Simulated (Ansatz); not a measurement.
Born–Oppenheimer molecular dynamics of C₂H₂AlClO (7 atoms, charge 0, multiplicity 1). It starts at the highest image of a converged band. Of that band: The profile has 2 maxima (images 2, 5) with wells between them (image 3): this band takes more than one step, which may be the mechanism or a detour left from its start path. Neighbouring images differ by up to 2.6 eV, so the band resolves the path poorly. A vibrational analysis at the climbing image gives one clearly imaginary mode, 133i cm⁻¹: a first-order saddle point.

Level of theory: UKS PBE0-D4/def2-SVP in Ansatz 0.2.0.

```yaml
ensemble: NVE (velocity Verlet)
time_step: 0.5 fs
steps_asked: 104
starting_velocities_drawn_for: 100 K
seed: 11356
```

First frame:

```xyz
7
Properties=species:S:1:pos:R:3
Cl -1.819 -2.474 0.380
Al -0.889 -0.627 0.644
C 1.851 0.398 0.103
C 0.974 0.798 -0.807
O -0.138 0.013 -0.789
H -0.970 0.213 1.961
H 1.051 1.611 -1.538
```

Task: How far do the bonds stretch over the last three quarters of this one trajectory? (Pairs bonded in most of those frames.)

Result: 
| bond | mean (Å) | spread (Å) | shortest | longest |
| --- | --- | --- | --- | --- |
| Cl1–Al2 | 2.086 | 0.004 | 2.08 | 2.10 |
| Al2–O5 | 1.747 | 0.010 | 1.74 | 1.76 |
| Al2–H6 | 1.566 | 0.015 | 1.54 | 1.59 |
| C3–C4 | 1.325 | 0.008 | 1.31 | 1.34 |
| C4–O5 | 1.371 | 0.017 | 1.34 | 1.39 |
| C4–H7 | 1.096 | 0.014 | 1.07 | 1.12 |

Mean temperature of the second half: 54 K. The conserved energy stayed within 0.033 meV per atom of its start (net change 0.017 meV per atom), so the integration is sound. The run was cut off by its time limit. A run of 0.051 ps of so small a system gives no equilibrium averages. The orbitals stay closed-shell, which can raise the energy where a bond breaks towards radicals; this wasn't checked here.

Run time: 13 min on 2 threads of Arm Neoverse N1, on a shared host, peak memory 0.28 GiB.
